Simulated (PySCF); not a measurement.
**Be: excitation energy**

Be [He] 2s2 (1S) → Be [He] 2s1 2p1 (3P), as a difference of total energies. All numbers are calculated (PySCF 2.14, no relativity, point nucleus, in dyall-acv3z (15s9p4d2f, 76 functions)). Correlated levels: valence and next inner shell: nothing frozen; virtual orbitals above 40 to 60 times the deepest correlated orbital energy dropped. The calculations carry no spin-orbit coupling.

```tsv
method	excitation energy (eV)
UHF	1.615
MP2 (valence and next inner shell)	2.352
SCS-MP2 (valence and next inner shell)	2.563
CCSD (valence and next inner shell)	2.724
CCSD(T) (valence and next inner shell)	2.735
```

Question: How much does correlation contribute at CCSD(T) (valence and next inner shell)?

Answer: 2.735 − (1.615) = 1.120 eV, measured against UHF.

Errors of the correlated levels include the incompleteness of this basis.

For comparison: 2.725 eV (measured; NIST levels, between the centres of gravity of the two terms).
